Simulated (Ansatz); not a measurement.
Geometry optimisation, DFT PBE, scalar-relativistic, plane waves, PAW (Ansatz 0.2.0).

Input:

```yaml
crystal:
  lattice:
    - [5.727565, 0.0, 0.0]
    - [0.0, 8.591347, 0.0]
    - [0.0, 0.0, 18.075]
  atoms:
    - { symbol: Al, position: [0.25, 0.1666667, 0.055325] }
    - { symbol: Al, position: [0.75, 0.1666667, 0.055325] }
    - { symbol: Al, position: [0.25, 0.5, 0.055325] }
    - { symbol: Al, position: [0.75, 0.5, 0.055325] }
    - { symbol: Al, position: [0.25, 0.8333333, 0.055325] }
    - { symbol: Al, position: [0.75, 0.8333333, 0.055325] }
    - { symbol: Al, position: [0.0, 0.0, 0.1673582] }
    - { symbol: Al, position: [0.5, 0.0, 0.1673582] }
    - { symbol: Al, position: [0.0, 0.3333333, 0.1673582] }
    - { symbol: Al, position: [0.5, 0.3333333, 0.1673582] }
    - { symbol: Al, position: [0.0, 0.6666667, 0.1673582] }
    - { symbol: Al, position: [0.5, 0.6666667, 0.1673582] }
    - { symbol: Al, position: [0.25, 0.1666667, 0.2793914] }
    - { symbol: Al, position: [0.75, 0.1666667, 0.2793914] }
    - { symbol: Al, position: [0.25, 0.5, 0.2793914] }
    - { symbol: Al, position: [0.75, 0.5, 0.2793914] }
    - { symbol: Al, position: [0.25, 0.8333333, 0.2793914] }
    - { symbol: Al, position: [0.75, 0.8333333, 0.2793914] }
    - { symbol: Al, position: [0.0, 0.0, 0.3914246] }
    - { symbol: Al, position: [0.5, 0.0, 0.3914246] }
    - { symbol: Al, position: [0.0, 0.3333333, 0.3914246] }
    - { symbol: Al, position: [0.5, 0.3333333, 0.3914246] }
    - { symbol: Al, position: [0.0, 0.6666667, 0.3914246] }
    - { symbol: Al, position: [0.5, 0.6666667, 0.3914246] }
    - { symbol: Si, position: [0.4841321, 0.1750102, 0.4987552] }
    - { symbol: Cl, position: [0.2722555, 0.042491, 0.5678008] }
    - { symbol: Cl, position: [0.6960087, 0.3075294, 0.5678008] }
basis:
  ecutwfc: 420.0
kpoints:
  mp_grid: { grid: [3, 2, 1] }
hamiltonian:
  xc: pbe
  pseudopotentials: { kind: paw, azcp: { folder: soft_1 } }
scf:
  occupations: { method: gaussian, width: 0.1 }
  lower_state_search: "off"
relax:
  f_tol: 0.03
  max_steps: 60
  adjacent_minimum: "off"
  constraints: [{ sites: [0, 1, 2, 3, 4, 5] }]
output:
  write_density: true
  write_potential: true
  elf: true
  volumetric_format: npy
```

Launched with:

```bash
$ ansatz run input.yaml --threads 2 --pin off --max-ram 5120MiB --backend cpu --events-out ev --progress --plain --runs-dir out
```

Q: Where does it end, and by what steps?

A: It converged. Limits of this set-up: coarse k mesh, thin slab, slab without dipole correction, no dispersion correction for a molecule that may bind weakly. After 6 steps the energy has fallen by 0.398 eV; Cl27 moved furthest, 0.48 Å.

```csv
step,energy less start (eV),largest force component (eV/Å),accepted
0,0.0000,1.048,yes
1,-0.2953,0.497,yes
2,-0.3654,0.204,yes
3,-0.3882,0.230,yes
4,-0.3960,0.123,yes
5,-0.3952,0.047,no
6,-0.3981,0.021,yes
```

```xyz
27
Lattice="5.7276 0.0000 0.0000 0.0000 8.5913 0.0000 0.0000 0.0000 18.0750" Properties=species:S:1:pos:R:3
Al 1.432 1.432 1.000
Al 4.296 1.432 1.000
Al 1.432 4.296 1.000
Al 4.296 4.296 1.000
Al 1.432 7.159 1.000
Al 4.296 7.159 1.000
Al -0.005 0.019 2.994
Al 2.867 0.018 3.014
Al 0.007 2.848 2.994
Al 2.860 2.848 3.014
Al -0.001 5.729 2.968
Al 2.862 5.729 2.976
Al 1.450 1.437 5.148
Al 4.261 1.434 5.149
Al 1.393 4.300 5.037
Al 4.283 4.312 5.037
Al 1.437 7.151 5.042
Al 4.324 7.161 5.035
Al 0.051 -0.041 7.015
Al 2.978 -0.093 7.099
Al -0.070 2.911 7.017
Al 2.737 2.967 7.088
Al -0.007 5.731 7.038
Al 2.861 5.733 7.005
Si 2.803 1.442 9.081
Cl 1.350 0.655 10.363
Cl 4.183 2.238 10.433
```

Whether the end is a true minimum wasn't checked by a vibrational analysis.

The run took 61 s on 2 threads of AMD EPYC 7R43 64-Core Processor (Zen 3), on a shared host, peak memory 1.2 GiB.
